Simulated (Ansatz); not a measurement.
InSi₁₉H₃₀⁺, a doped nanocrystal cut from the lattice of silicon (In on an inner site). The state is a triplet with charge 1. Geometry PBE-D4/def2-SVP, that of the neutral doublet; atoms count from 1.

Cartesian coordinates in Å:
```
Si 0.636 -0.661 -2.840
Si 0.398 -4.162 -1.040
Si 2.903 0.611 0.191
Si 2.527 -3.010 1.731
Si -3.131 -1.694 -1.756
Si 0.061 2.782 -1.249
Si -3.758 1.916 -0.611
In -0.686 -0.709 0.791
Si 1.019 0.516 3.763
Si -1.252 3.264 2.450
Si 1.463 -2.864 -2.698
Si -1.626 -1.014 -3.446
Si 0.795 0.590 -0.853
Si 0.265 -3.092 1.059
Si 3.864 -1.524 0.473
Si 2.764 1.379 2.427
Si -3.217 -0.250 0.116
Si -2.158 2.920 -2.025
Si 0.079 4.108 0.693
Si -1.116 0.949 2.840
H 1.295 0.018 -4.022
H -0.972 -4.526 -1.554
H 1.179 -5.447 -0.889
H 3.910 1.497 -0.509
H 3.128 -4.390 1.596
H 2.646 -2.610 3.179
H -2.789 -3.079 -1.276
H -4.512 -1.749 -2.375
H 0.933 3.476 -2.273
H -5.058 1.806 -1.375
H -4.012 2.806 0.577
H 1.183 -0.964 3.983
H 1.094 1.196 5.113
H -2.686 3.665 2.226
H -0.800 3.919 3.737
H 1.182 -3.509 -4.035
H 2.954 -2.881 -2.491
H -1.642 -2.131 -4.464
H -2.221 0.199 -4.112
H -0.474 -4.007 2.010
H 4.229 -2.140 -0.851
H 5.146 -1.313 1.244
H 4.049 0.977 3.114
H 2.671 2.881 2.507
H -4.228 -0.750 1.120
H -2.299 2.334 -3.404
H -2.522 4.384 -2.113
H -0.486 5.464 0.343
H 1.482 4.317 1.199
H -2.210 0.499 3.779
```

In the def2 sets In takes a core potential; there is no spin–orbit coupling. Single mean-field runs in def2-SVP are fitted with def2-universal-jkfit. At PBE0-D4/def2-SVP a singlet of charge 1 lies 0.28 eV below the triplet at the same geometry.

**Question.** Estimate the Mulliken populations of the heavy atoms from the PBE0/def2-SVP orbitals of Ansatz.

**Answer.** 
```tsv
atom	charge (e)	spin (α − β)
Si1	-0.09	0.02
Si2	0.04	0.00
Si3	-0.09	0.02
Si4	0.04	0.00
Si5	0.02	0.05
Si6	-0.08	-0.03
Si7	0.06	-0.02
In8	0.51	0.44
Si9	0.02	0.05
Si10	0.05	-0.02
Si11	0.07	0.00
Si12	0.06	-0.01
Si13	-0.24	0.46
Si14	-0.19	0.02
Si15	0.07	0.00
Si16	0.06	-0.01
Si17	-0.17	0.36
Si18	0.07	0.00
Si19	0.07	0.00
Si20	-0.17	0.37
```
Mulliken values depend strongly on the basis.

**Question.** Where does the spin sit?

**Answer.** Summed by element: Si 1.28, In 0.44, H 0.28, of 2 unpaired in all. Largest on single atoms: Si13 0.46, In8 0.44, Si20 0.37.

**Question.** And the Mayer bond orders between heavy atoms (over 0.3)?

**Answer.** Si1–Si11 0.93 (2.36 Å); Si1–Si12 0.92 (2.37 Å); Si1–Si13 0.91 (2.35 Å); Si2–Si11 0.93 (2.36 Å); Si2–Si14 0.95 (2.36 Å); Si3–Si13 0.91 (2.35 Å); Si3–Si15 0.93 (2.36 Å); Si3–Si16 0.92 (2.37 Å); Si4–Si14 0.95 (2.36 Å); Si4–Si15 0.93 (2.36 Å); Si5–Si12 0.94 (2.36 Å); Si5–Si17 0.92 (2.37 Å); Si6–Si13 0.94 (2.34 Å); Si6–Si18 0.93 (2.36 Å); Si6–Si19 0.93 (2.35 Å); Si7–Si17 0.94 (2.35 Å); Si7–Si18 0.94 (2.36 Å); In8–Si13 0.50 (2.57 Å); In8–Si14 0.81 (2.58 Å); In8–Si17 0.61 (2.66 Å); In8–Si20 0.61 (2.67 Å); Si9–Si16 0.94 (2.36 Å); Si9–Si20 0.92 (2.37 Å); Si10–Si19 0.93 (2.36 Å); Si10–Si20 0.93 (2.35 Å).
